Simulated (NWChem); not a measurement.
System: PbHOCl, singlet; SMILES [OH][Pb][Cl]

```xyz
4

Pb     0.2344     0.3337     0.0000
Cl    -0.1674    -2.1174     0.0000
O     -1.8037     0.8532     0.0000
H     -1.9471     1.8084     0.0000
```
Atoms are numbered in this order, from 1.

Low-valent species are run as closed-shell singlets; no triplet was tried in these runs. All runs use the structure optimised with PBE0/def2-SVP. No frequency run checked for a minimum. B3LYP is NWChem's, with the RPA form of VWN correlation. def2 effective core potentials on Pb; no spin-orbit coupling.

Symmetry labels are those of Cs in the frame above (b1 and b2, or b-type labels, depend on it).

Question: List the 4 lowest vertical singlet excitations from B3LYP/def2-SVPD with def2 effective core potentials on Pb, TDA (NWChem).

Answer: 
```
state  energy (eV)  oscillator strength  symmetry  leading excitation (squared amplitude)
-----  -----------  -------------------  --------  --------------------------------------
S1            3.80                0.017        a"                      HOMO → LUMO (0.97)
S2            4.26                0.009        a"                    HOMO−2 → LUMO (0.98)
S3            4.47                0.017        a'                    HOMO−1 → LUMO (0.89)
S4            5.02                0.005        a'                    HOMO−3 → LUMO (0.85)
```
